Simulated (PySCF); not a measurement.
# Identify the compound

An unknown has the formula C$_{6}$H$_{6}$FNSi. Its calculated NMR data are:

1H NMR (300 MHz, computed): δ 7.94 (m, 1H), 6.98 (t, 1H), 4.85 (m, 2H), 1.94 (m, 2H).

13C{1H} NMR (computed): δ 170.1 (CH), 161.1 (CH), 122.2 (C), 121.6 (C), 119.8 (C), 17.4 (CH2).

Single conformer, rapidly exchanging positions averaged, relativity neglected, gas phase. GFN2-xTB structure; NMR shieldings at PBE0/pcSseg-1/GIAO; PySCF.

Chemical shifts δ = σref − σ; 1H (31.72 ppm), 13C (186.93 ppm) vs TMS, all at this level.

Problem. What is the structure?

Solution. 
The formula gives 5 degrees of unsaturation (1 ring in the answer). 6 carbon signals for 6 carbons: no two carbons are equivalent. Carbon types of the structure: 3 × C, 2 × CH, 1 × CH2, leaving 2 H on heteroatoms. δC 170.1, 161.1: alkene CH. δC 122.2, 121.6: fully substituted alkene carbon; an sp2 carbon of a C=C bond. δC 119.8: nitrile carbon; C≡N carbons fall here, among the sp2 signals but without a proton. δC 17.4: allylic sp3 CH2 bonded to Si. δH 7.94, 6.98: hydrogen on an alkene CH; a vinylic proton, deshielded by the sp2 carbon and the C=C anisotropy. δH 4.85: hydrogen on a silicon bonded to 2 C, in a 5-membered ring. δH 1.94: hydrogen on an allylic sp3 CH2 bonded to Si; allylic position.

The compound is `N#CC1=CC[SiH2]/C1=C\F`.

The shifts were computed for this structure.

Splittings by 19F in the carbon and heteronuclear signals aren't shown, as no couplings were computed. Shifts are as computed. Against solution values, carbons near 30 ppm lie about +3 ppm off and those near 130 ppm about +5 ppm. Of 1309 compounds with measured shifts, 239 miss one by over three times the rms of a fit or turn the order of signals round; such compounds aren't used in these exercises. Multiplicities follow the n + 1 count of equivalent neighbours, as no J values were calculated; m marks all less simple cases, F and P coupling included.
